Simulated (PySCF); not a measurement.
# NbH: frontier orbitals

PBE0 at R = 1.765 Å; basis Nb def2-TZVPP with ECP28, H def2-TZVPP; scalar-relativistic core potentials; PySCF 2.14. State: ⁵Δ (quintet), unpaired electrons σ ↑, π ↑↑, δ ↑. Only the outer orbitals are listed, counted within each symmetry, core potentials removing the inner ones.

| spin | orbital | occ. | ε (eV) | on Nb (%) | main shells (%) |
| --- | --- | --- | --- | --- | --- |
| α | 1π | 1 | -39.05 | 100 | 100 Nb p |
| α | 1π | 1 | -39.05 | 100 | 100 Nb p |
| α | 2σ | 1 | -38.87 | 99 | 99 Nb p |
| α | 3σ | 1 | -7.72 | 48 | 52 H s, 26 Nb d, 19 Nb s |
| α | 1δ | 1 | -5.71 | 100 | 100 Nb d |
| α | 2π | 1 | -5.31 | 100 | 99 Nb d |
| α | 2π | 1 | -5.31 | 100 | 99 Nb d |
| α | 4σ | 1 | -5.13 | 100 | 66 Nb s, 32 Nb d |
| α | 1δ | 0 | -2.34 | 100 | 100 Nb d |
| α | 5σ | 0 | -1.45 | 92 | 63 Nb p, 25 Nb d, 8 H s |
| α | 3π | 0 | -0.90 | 100 | 99 Nb p |
| β | 1π | 1 | -36.50 | 100 | 100 Nb p |
| β | 1π | 1 | -36.50 | 100 | 100 Nb p |
| β | 2σ | 1 | -35.97 | 99 | 99 Nb p |
| β | 3σ | 1 | -7.35 | 33 | 67 H s, 17 Nb d, 12 Nb s |
| β | 4σ | 0 | -1.52 | 102 | 81 Nb s, 17 Nb d |
| β | 1δ | 0 | -0.71 | 100 | 100 Nb d |
| β | 5σ | 0 | -0.20 | 96 | 59 Nb p, 36 Nb d |

Q: Which are the highest filled and the lowest empty level, where do they sit, and how wide is the gap?

A: Highest filled α 4σ at -5.13 eV (in %: 66 Nb s, 32 Nb d); lowest empty α 1δ at -2.34 eV (in %: 100 Nb d); the gap at PBE0 is 2.79 eV.

| Item | Value |
| --- | --- |
| bond order (Mayer) | 0.96 |
| ⟨S²⟩ | 6.017 |
| charge on Nb (Mulliken, basis-dependent) | 0.22 |
| charge on Nb (Löwdin, basis-dependent) | 0.18 |
| dipole moment (positive dipole means Nb(−)H(+)) | -2.40 D |
| polarisability along the bond | 75.1 bohr³ |
| polarisability across the bond | 79.3 bohr³ |

Shares are Mulliken populations and can fall outside 0 to 100 %.

Spin–orbit coupling is left out. With d or f electrons several states lie close, and the lowest PBE0 determinant need not be the measured ground state.
